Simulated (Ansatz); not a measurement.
Ansatz (a program for electronic structure) input (B3LYP-D3(BJ)/def2-TZVP):

Ansatz 0.2 input:
```yaml
crystal:
  periodic: [false, false, false]
  atoms:
    - {symbol: C, position_ang: [-1.92503347, 0.36418091, -0.47202797]}
    - {symbol: C, position_ang: [-1.38379164, -0.72944677, 0.03694637]}
    - {symbol: O, position_ang: [-0.03921208, -0.96460908, 0.25350307]}
    - {symbol: C, position_ang: [0.84193010, 0.03781018, 0.06587889]}
    - {symbol: C, position_ang: [1.81236476, 0.04253387, -0.82716120]}
    - {symbol: F, position_ang: [0.67840658, 1.03543236, 0.95044517]}
    - {symbol: H, position_ang: [-1.34424318, 1.22851203, -0.76065479]}
    - {symbol: H, position_ang: [-2.99572045, 0.40350357, -0.60444254]}
    - {symbol: H, position_ang: [-1.94866560, -1.59989701, 0.33669110]}
    - {symbol: H, position_ang: [2.52787086, 0.84893476, -0.84918366]}
    - {symbol: H, position_ang: [1.89597748, -0.77354101, -1.52625778]}
basis:
  gaussian:
    orbitals: def2-TZVP
hamiltonian:
  xc: b3lyp
  dispersion: d3bj
phonons: {temperatures: {t_min: 298.15, t_max: 298.15, t_step: 100}}
```

Output:

```
Functional definition: B3LYP
integrals: 0.13 GiB planned
1247 factors; their error is unknown
mean field: 1.25 GiB planned
mean field evaluation 1: about -8985.2851 eV, gradient 7.0e1 eV
mean field evaluation 2: about -8981.2364 eV, gradient 7.6e1 eV
mean field evaluation 4: about -8995.4720 eV, gradient 5.4e0 eV
mean field evaluation 8: about -8995.5306 eV, gradient 1.6e-1 eV
mean field evaluation 16: about -8995.5285 eV, gradient 6.6e-4 eV
mean field -8995.52846697 eV, -330.5795737728 hartree, gradient 4.4e-5 eV, S^2 0.000000; 0 other end points of the search recorded, 0 dependent functions left out
the calculation of the forces begins
reference -8995.52871680 eV, -330.5795829541 hartree; 23, 23 occupied and 193, 193 virtual orbitals, 1247 factors
these checks for a lower state are left out or cut short: stability, starts, cluster_reference, orbital_swaps, neighbouring_geometries, increment
integrals: 0.13 GiB planned
1247 factors; their error is unknown
mean field: 1.25 GiB planned
mean field -8995.52819352 eV, -330.5795637239 hartree, gradient 1.3e-6 eV, S^2 0.000000; 0 other end points of the search recorded, 0 dependent functions left out
the calculation of the forces begins
reference -8995.52844336 eV, -330.5795729053 hartree; 23, 23 occupied and 193, 193 virtual orbitals, 1247 factors
these checks for a lower state are left out or cut short: stability, starts, cluster_reference, orbital_swaps, neighbouring_geometries, increment
integrals: 0.13 GiB planned
1247 factors; their error is unknown
mean field: 1.25 GiB planned
mean field evaluation 32: about -8995.5283 eV, gradient 7.8e-3 eV
mean field -8995.52832466 eV, -330.5795685433 hartree, gradient 1.3e-6 eV, S^2 0.000000; 0 other end points of the search recorded, 0 dependent functions left out
the calculation of the forces begins
reference -8995.52857450 eV, -330.5795777246 hartree; 23, 23 occupied and 193, 193 virtual orbitals, 1247 factors
these checks for a lower state are left out or cut short: stability, starts, cluster_reference, orbital_swaps, neighbouring_geometries, increment
integrals: 0.13 GiB planned
1247 factors; their error is unknown
mean field: 1.25 GiB planned
mean field -8995.52825990 eV, -330.5795661634 hartree, gradient 1.3e-6 eV, S^2 0.000000; 0 other end points of the search recorded, 0 dependent functions left out
the calculation of the forces begins
reference -8995.52850976 eV, -330.5795753454 hartree; 23, 23 occupied and 193, 193 virtual orbitals, 1247 factors
these checks for a lower state are left out or cut short: stability, starts, cluster_reference, orbital_swaps, neighbouring_geometries, increment
integrals: 0.13 GiB planned
1247 factors; their error is unknown
mean field: 1.25 GiB planned
mean field -8995.52823855 eV, -330.5795653788 hartree, gradient 1.3e-6 eV, S^2 0.000000; 0 other end points of the search recorded, 0 dependent functions left out
the calculation of the forces begins
reference -8995.52848837 eV, -330.5795745594 hartree; 23, 23 occupied and 193, 193 virtual orbitals, 1247 factors
these checks for a lower state are left out or cut short: stability, starts, cluster_reference, orbital_swaps, neighbouring_geometries, increment
integrals: 0.13 GiB planned
1247 factors; their error is unknown
mean field: 1.25 GiB planned
mean field -8995.52839233 eV, -330.5795710298 hartree, gradient 1.3e-6 eV, S^2 0.000000; 0 other end points of the search recorded, 0 dependent functions left out
the calculation of the forces begins
reference -8995.52864218 eV, -330.5795802117 hartree; 23, 23 occupied and 193, 193 virtual orbitals, 1247 factors
these checks for a lower state are left out or cut short: stability, starts, cluster_reference, orbital_swaps, neighbouring_geometries, increment
integrals: 0.13 GiB planned
[...]
1247 factors; their error is unknown
mean field: 1.25 GiB planned
mean field -8995.52845597 eV, -330.5795733689 hartree, gradient 1.3e-6 eV, S^2 0.000000; 0 other end points of the search recorded, 0 dependent functions left out
the calculation of the forces begins
reference -8995.52870583 eV, -330.5795825508 hartree; 23, 23 occupied and 193, 193 virtual orbitals, 1247 factors
these checks for a lower state are left out or cut short: stability, starts, cluster_reference, orbital_swaps, neighbouring_geometries, increment
integrals: 0.13 GiB planned
1247 factors; their error is unknown
mean field: 1.25 GiB planned
mean field -8995.52844510 eV, -330.5795729693 hartree, gradient 1.3e-6 eV, S^2 0.000000; 0 other end points of the search recorded, 0 dependent functions left out
the calculation of the forces begins
reference -8995.52869492 eV, -330.5795821499 hartree; 23, 23 occupied and 193, 193 virtual orbitals, 1247 factors
these checks for a lower state are left out or cut short: stability, starts, cluster_reference, orbital_swaps, neighbouring_geometries, increment
integrals: 0.13 GiB planned
1247 factors; their error is unknown
mean field: 1.25 GiB planned
mean field -8995.52843219 eV, -330.5795724947 hartree, gradient 1.3e-6 eV, S^2 0.000000; 0 other end points of the search recorded, 0 dependent functions left out
the calculation of the forces begins
reference -8995.52868205 eV, -330.5795816769 hartree; 23, 23 occupied and 193, 193 virtual orbitals, 1247 factors
these checks for a lower state are left out or cut short: stability, starts, cluster_reference, orbital_swaps, neighbouring_geometries, increment
integrals: 0.13 GiB planned
1247 factors; their error is unknown
mean field: 1.25 GiB planned
mean field -8995.52839160 eV, -330.5795710033 hartree, gradient 1.3e-6 eV, S^2 0.000000; 0 other end points of the search recorded, 0 dependent functions left out
the calculation of the forces begins
reference -8995.52864142 eV, -330.5795801837 hartree; 23, 23 occupied and 193, 193 virtual orbitals, 1247 factors
these checks for a lower state are left out or cut short: stability, starts, cluster_reference, orbital_swaps, neighbouring_geometries, increment
integrals: 0.13 GiB planned
1247 factors; their error is unknown
mean field: 1.25 GiB planned
mean field evaluation 416: about -8995.5284 eV, gradient 3.3e-4 eV
mean field -8995.52840668 eV, -330.5795715572 hartree, gradient 1.3e-6 eV, S^2 0.000000; 0 other end points of the search recorded, 0 dependent functions left out
the calculation of the forces begins
reference -8995.52865655 eV, -330.5795807400 hartree; 23, 23 occupied and 193, 193 virtual orbitals, 1247 factors
these checks for a lower state are left out or cut short: stability, starts, cluster_reference, orbital_swaps, neighbouring_geometries, increment
integrals: 0.13 GiB planned
1247 factors; their error is unknown
mean field: 1.25 GiB planned
mean field -8995.52839362 eV, -330.5795710776 hartree, gradient 1.3e-6 eV, S^2 0.000000; 0 other end points of the search recorded, 0 dependent functions left out
the calculation of the forces begins
reference -8995.52864342 eV, -330.5795802573 hartree; 23, 23 occupied and 193, 193 virtual orbitals, 1247 factors
these checks for a lower state are left out or cut short: stability, starts, cluster_reference, orbital_swaps, neighbouring_geometries, increment
integrals: 0.13 GiB planned
1247 factors; their error is unknown
mean field: 1.25 GiB planned
mean field -8995.52844723 eV, -330.5795730474 hartree, gradient 1.3e-6 eV, S^2 0.000000; 0 other end points of the search recorded, 0 dependent functions left out
the calculation of the forces begins
reference -8995.52869706 eV, -330.5795822287 hartree; 23, 23 occupied and 193, 193 virtual orbitals, 1247 factors
these checks for a lower state are left out or cut short: stability, starts, cluster_reference, orbital_swaps, neighbouring_geometries, increment
integrals: 0.13 GiB planned
1247 factors; their error is unknown
mean field: 1.25 GiB planned
mean field -8995.52846378 eV, -330.5795736557 hartree, gradient 1.3e-6 eV, S^2 0.000000; 0 other end points of the search recorded, 0 dependent functions left out
the calculation of the forces begins
reference -8995.52871361 eV, -330.5795828370 hartree; 23, 23 occupied and 193, 193 virtual orbitals, 1247 factors
these checks for a lower state are left out or cut short: stability, starts, cluster_reference, orbital_swaps, neighbouring_geometries, increment
integrals: 0.13 GiB planned
1247 factors; their error is unknown
mean field: 1.25 GiB planned
mean field -8995.52847848 eV, -330.5795741958 hartree, gradient 1.3e-6 eV, S^2 0.000000; 0 other end points of the search recorded, 0 dependent functions left out
the calculation of the forces begins
reference -8995.52872832 eV, -330.5795833773 hartree; 23, 23 occupied and 193, 193 virtual orbitals, 1247 factors
these checks for a lower state are left out or cut short: stability, starts, cluster_reference, orbital_swaps, neighbouring_geometries, increment
integrals: 0.13 GiB planned
1247 factors; their error is unknown
mean field: 1.25 GiB planned
mean field evaluation 448: about -8995.5312 eV, gradient 5.5e-1 eV
mean field -8995.52843015 eV, -330.5795724199 hartree, gradient 1.3e-6 eV, S^2 0.000000; 0 other end points of the search recorded, 0 dependent functions left out
the calculation of the forces begins
reference -8995.52867998 eV, -330.5795816010 hartree; 23, 23 occupied and 193, 193 virtual orbitals, 1247 factors
these checks for a lower state are left out or cut short: stability, starts, cluster_reference, orbital_swaps, neighbouring_geometries, increment
integrals: 0.13 GiB planned
1247 factors; their error is unknown
mean field: 1.25 GiB planned
mean field -8995.52839264 eV, -330.5795710412 hartree, gradient 1.3e-6 eV, S^2 0.000000; 0 other end points of the search recorded, 0 dependent functions left out
the calculation of the forces begins
reference -8995.52864244 eV, -330.5795802215 hartree; 23, 23 occupied and 193, 193 virtual orbitals, 1247 factors
these checks for a lower state are left out or cut short: stability, starts, cluster_reference, orbital_swaps, neighbouring_geometries, increment
integrals: 0.13 GiB planned
1247 factors; their error is unknown
mean field: 1.25 GiB planned
mean field -8995.52840447 eV, -330.5795714759 hartree, gradient 1.3e-6 eV, S^2 0.000000; 0 other end points of the search recorded, 0 dependent functions left out
the calculation of the forces begins
reference -8995.52865433 eV, -330.5795806583 hartree; 23, 23 occupied and 193, 193 virtual orbitals, 1247 factors
these checks for a lower state are left out or cut short: stability, starts, cluster_reference, orbital_swaps, neighbouring_geometries, increment
integrals: 0.13 GiB planned
1247 factors; their error is unknown
mean field: 1.25 GiB planned
mean field -8995.52839822 eV, -330.5795712464 hartree, gradient 1.3e-6 eV, S^2 0.000000; 0 other end points of the search recorded, 0 dependent functions left out
the calculation of the forces begins
reference -8995.52864805 eV, -330.5795804274 hartree; 23, 23 occupied and 193, 193 virtual orbitals, 1247 factors
these checks for a lower state are left out or cut short: stability, starts, cluster_reference, orbital_swaps, neighbouring_geometries, increment
integrals: 0.13 GiB planned
1247 factors; their error is unknown
mean field: 1.25 GiB planned
mean field evaluation 480: about -8995.5284 eV, gradient 7.8e-3 eV
mean field -8995.52843028 eV, -330.5795724245 hartree, gradient 1.3e-6 eV, S^2 0.000000; 0 other end points of the search recorded, 0 dependent functions left out
the calculation of the forces begins
reference -8995.52868012 eV, -330.5795816061 hartree; 23, 23 occupied and 193, 193 virtual orbitals, 1247 factors
Total energy: -8995.88015469 eV, -330.5924980582 hartree
Atom 0 at    -1.925033     0.364181    -0.472028 Å, force     0.000080     0.000202    -0.000169 eV/Å
Atom 1 at    -1.383792    -0.729447     0.036946 Å, force     0.001318     0.000340    -0.000033 eV/Å
Atom 2 at    -0.039212    -0.964609     0.253503 Å, force    -0.001156    -0.001050    -0.000070 eV/Å
Atom 3 at     0.841930     0.037810     0.065879 Å, force    -0.000295     0.000097    -0.000148 eV/Å
Atom 4 at     1.812365     0.042534    -0.827161 Å, force     0.000051    -0.000154    -0.000206 eV/Å
Atom 5 at     0.678407     1.035432     0.950445 Å, force     0.000199     0.000645     0.000334 eV/Å
Atom 6 at    -1.344243     1.228512    -0.760655 Å, force    -0.000022    -0.000479     0.000289 eV/Å
Atom 7 at    -2.995720     0.403504    -0.604443 Å, force    -0.000166    -0.000355     0.000159 eV/Å
Atom 8 at    -1.948666    -1.599897     0.336691 Å, force    -0.000247     0.000504    -0.000192 eV/Å
Atom 9 at     2.527871     0.848935    -0.849184 Å, force     0.000119     0.000107    -0.000137 eV/Å
Atom 10 at     1.895977    -0.773541    -1.526258 Å, force     0.000119     0.000143     0.000174 eV/Å
Dipole moment:    -0.106548    -0.063701    -0.200612 e Å
Vibrations: 66.20 149.86 197.10 435.24 476.97 579.22 699.29 722.30 741.20 851.56 863.77 878.67 940.31 982.77 1001.96 1188.72 1246.22 1359.62 1415.32 1438.65 1695.85 1752.76 3172.42 3191.73 3220.19 3260.90 3289.06 cm⁻¹, zero-point energy 2.220424 eV
```
